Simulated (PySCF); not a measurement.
## SrTl and its ions

PBE0; Sr def2-SVPD with ECP28, Tl def2-SVPD with ECP60; scalar-relativistic core potentials (PySCF 2.14). Neutral (UKS): doublet (π ↑), Re = 3.461 Å, ωe = 82.0 cm⁻¹, De = 0.55 eV, HOMO -3.43 eV, LUMO -1.99 eV.

SrTl⁺ (UKS): singlet (closed shell), Re = 3.837 Å, ωe = 71.2 cm⁻¹. The energies at the minima are -203.18284 hartree for SrTl and -203.01216 for SrTl⁺.

Problem. Work out the adiabatic ionisation energy, without and with harmonic zero-point energies (1 hartree = 27.2114 eV, 1 eV = 8065.5 cm⁻¹), and the change of the bond length.

Solution. At PBE0: 0.17068 hartree = 4.644 eV between the minima; the zero-point term (71.2 − 82.0)/2 cm⁻¹ = -0.001 eV makes it 4.644 eV. Re changes by +37.6 pm against the neutral. The electron leaves a π orbital, and the longer bond of the ion fits a bonding orbital, or a change in how ionic the bond is.

SrTl⁻ (UKS): triplet (π ↑↑), Re = 3.252 Å, ωe = 98.5 cm⁻¹. The energies at the minima are -203.18284 hartree for SrTl and -203.21594 for SrTl⁻.

Problem. Work out the adiabatic electron affinity, without and with harmonic zero-point energies (1 hartree = 27.2114 eV, 1 eV = 8065.5 cm⁻¹), and the change of the bond length.

Solution. At PBE0: 0.03310 hartree = 0.901 eV between the minima; the zero-point term (82.0 − 98.5)/2 cm⁻¹ = -0.001 eV makes it 0.900 eV. Re changes by -20.9 pm against the neutral. The electron enters a π orbital, and the shorter bond of the ion fits a bonding orbital, or a change in how ionic the bond is.

Closed-shell solutions of metal pairs were not tested for spin polarisation, which can lower them a little. Spin–orbit coupling is left out, which matters for elements this heavy, above all for dissociation energies. The highest Kohn–Sham level is positive in this anion. Much of that is self-interaction error, but it also means that the finite basis helps to hold the extra electron. States were picked by a PBE0 search and need not be the measured ground states.
